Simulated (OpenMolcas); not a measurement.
## What dynamic correlation does to the levels of Gd4+

```yaml
Program: OpenMolcas 26.06
Basis: ANO-R1 [7s5p4d2f]
Scalar_Hamiltonian: X2C, finite nucleus
Active_space: 6 electrons in 7 orbitals (4f)
State_averaging: 2S+1 = 7 even, 7 roots; 2S+1 = 5 even, 140 roots (31 in the spin-orbit step)
Spin-orbit_coupling: RASSI with atomic mean-field integrals over the reference wave functions, term energies averaged over their components
```

Methods on the same reference wave functions:
A. CASSCF
B. SS-CASPT2, IPEA 0.25 Eh, imaginary shift 0.1 Eh (closed shells correlated: 5s 5p)

Energies in eV above 4f6 7F0.

| Level | A | B |
| --- | --- | --- |
| 4f6 7F0 | 0.0000 | 0.0000 |
| 4f6 7F1 | 0.0597 | 0.0612 |
| 4f6 7F2 | 0.1705 | 0.1746 |
| 4f6 7F3 | 0.3176 | 0.324 |
| 4f6 7F4 | 0.4829 | 0.491 |
| 4f6 7F5 | 0.6493 | 0.656 |
| 4f6 7F6 | 0.8017 | 0.806 |
| 4f6 5D0 | 3.1618 | 3.008 |
| 4f6 5D1 | 3.2960 | 3.141 |
| 4f6 5D2 | 3.5712 | 3.413 |

The lowest spin-free term lies below A's lowest term by 0.187 hartree in B.

CASPT2 breaks the degeneracy within a term, and the mean is taken; among the terms shown or strongly mixed into the levels shown the widest spread is 45 cm-1 (4f6 7F, B). High states are left out of the spin-orbit mixing, which shifts the levels that they would mix with. The basis is small and was not contracted for so high a charge. Without dynamic correlation excited terms often stand tens of per cent too high (terms of higher spin than the ground term too low), and those without a measured partner can miss by more than the paired ones (holds for A). Only configurations of the active space appear. Levels that lie high or do not pair safely by name in every column are left out.
